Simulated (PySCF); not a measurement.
**Working out the ionisation energy of Ba**

Ba [Xe] 6s2 (1S) → Ba⁺ [Xe] 6s1 (2S). Computed with PySCF 2.14 in aug-cc-pwCVTZ-X2C with one added diffuse shell each of s, p, d, f type (12s11p9d5f, 125 functions), with scalar relativity by spin-free X2C-1e. Frozen: [Kr] 4d10. Energies in hartree (1 hartree = 27.21139 eV):

| part | Ba (lower) | Ba⁺ (upper) |
| --- | --- | --- |
| UHF | -8131.634353 | -8131.477381 |
| MP2 opposite-spin | -0.136685 | -0.112545 |
| MP2 same-spin | -0.049893 | -0.044032 |

Task: What does Hartree-Fock give?

Result: (-8131.477381) − (-8131.634353) = 0.156972 hartree = 4.271 eV.

Task: What do MP2 and SCS-MP2 (6/5 opposite-spin, 1/3 same-spin) give?

Result: The opposite-spin parts differ by 0.657 eV and the same-spin parts by 0.159 eV. MP2: 4.271 + (0.657) + (0.159) = 5.087 eV. SCS-MP2: 4.271 + 1.2 × (0.657) + (0.159)/3 = 5.112 eV.

Measured between the centres of the two terms (NIST): 5.212 eV, so MP2 (valence and next inner shell) is off by -0.125 eV.

What remains against the reference includes basis incompleteness, the frozen core and correlation beyond second order.
